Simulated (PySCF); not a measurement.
PySCF input for Si(H)(F)2(OMe) (CH₄F₂OSi), SMILES CO[SiH](F)F, B3LYP/pcSseg-1. Coordinates come from a r2SCAN-D4/def2-SVP optimisation. One conformer was computed; it need not be the lowest.

```python
import numpy as np
from pyscf import gto, scf, dft
from pyscf.prop.nmr import rks as nmr

mol = gto.M(
    atom='''
    Si    0.56712569    0.41051654    0.00000000
    F     1.01846390   -0.46057937   -1.28074295
    F     1.01846388   -0.46057938    1.28074295
    O    -1.04657589    0.63438011    0.00000000
    C    -2.03467414   -0.38404790   -0.00000001
    H     1.23386029    1.71641802    0.00000002
    H    -1.95107322   -1.02031065   -0.89746514
    H    -3.02317147    0.09664702   -0.00000002
    H    -1.95107323   -1.02031066    0.89746511
    ''',
    basis='pcSseg-1',
    charge=0,
    spin=0,
    max_memory=1600,
    verbose=3,
)
mf = dft.RKS(mol, xc='b3lyp')
mf.grids.level = 3
mf.conv_tol = 1e-10
mf.max_cycle = 100
mf.kernel()
n = nmr.NMR(mf)
n.verbose = 2
n.max_cycle_cphf = 60
sigma = n.kernel()
print('atom   isotropic/ppm   span/ppm')
for i, s in enumerate(sigma):
    w = np.linalg.eigvalsh((s + s.T) / 2)
    print(f'{mol.atom_symbol(i):2s}{i + 1:3d} {w.mean():14.3f} {w[2] - w[0]:11.3f}')
```

It prints:

```
converged SCF energy = -605.067900336435
atom   isotropic/ppm   span/ppm
Si  1        405.697      43.297
F   2        319.188     150.913
F   3        319.188     150.913
O   4        288.113     109.219
C   5        125.882      80.083
H   6         27.216      10.178
H   7         27.408      10.379
H   8         27.582      10.203
H   9         27.408      10.379
```

The calculation finished and met its thresholds.

Cost: very roughly 29 core-seconds.
